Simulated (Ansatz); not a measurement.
Se4³⁺, that is [Se4]2+ with one electron fewer. Charge 3, multiplicity 2. Geometry r2SCAN-D4/def2-SVP, that of the charge +2 singlet; atoms count from 1.

```
atom   x (Å)   y (Å)   z (Å)
 Se1   1.443  -0.036  -0.789
 Se2   0.761   0.516   1.369
 Se3  -1.443   0.036   0.789
 Se4  -0.761  -0.515  -1.369
```

**Question.** Estimate the Mulliken populations from the PBE0/def2-TZVP orbitals of Ansatz.

**Answer.** 
```tsv
atom	charge (e)	spin (α − β)
Se1	0.82	0.69
Se2	0.68	-0.19
Se3	0.82	0.69
Se4	0.68	-0.19
```
Mulliken values and Mayer orders depend strongly on the basis.

**Question.** Where does the spin sit?

**Answer.** Summed by element: Se 1.00, of 1 unpaired in all. Largest on single atoms: Se1 0.69, Se3 0.69, Se4 -0.19.

**Question.** And the Mayer bond orders between bonded heavy atoms (over 0.3)?

**Answer.** Se1–Se2 1.25 (2.33 Å); Se1–Se4 1.25 (2.33 Å); Se2–Se3 1.25 (2.33 Å); Se3–Se4 1.25 (2.33 Å). Values over 0.3 also appear between atoms too far apart for a bond (Se2–Se4 0.32 at 3.30 Å); they arise where an orbital or an unpaired electron spreads over both atoms.
